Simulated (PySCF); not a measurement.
Ga(F)(Cl)(Et) (C₂H₅ClFGa), SMILES C[CH2][Ga]([F])[Cl]. Geometry optimised at PBE-D3(BJ)/def2-SVP. The structure was generated by enumeration; whether it is a known compound was not checked. Other conformers were not sampled.

**Question.** Give the equilibrium geometry at PBE-D3(BJ)/def2-SVP (PySCF confirms it by a frequency run) as a Z-matrix, and its point group. (An estimate is asked for; the answer gives what the named calculation found.)

**Answer.** One answer among several that fit: point group Cs.
```
C
H 1 1.1109
H 1 1.1109 2 105.87
C 1 1.5307 2 112.23 3 -122.76
H 4 1.1082 1 111.98 2 179.45
H 4 1.1082 5 107.00 1 -123.06
H 4 1.1102 5 107.36 6 -115.00
Ga 1 1.9678 2 105.81 3 112.01
F 8 1.7718 1 120.92 2 123.97
Cl 8 2.1611 9 112.39 1 180.00
```
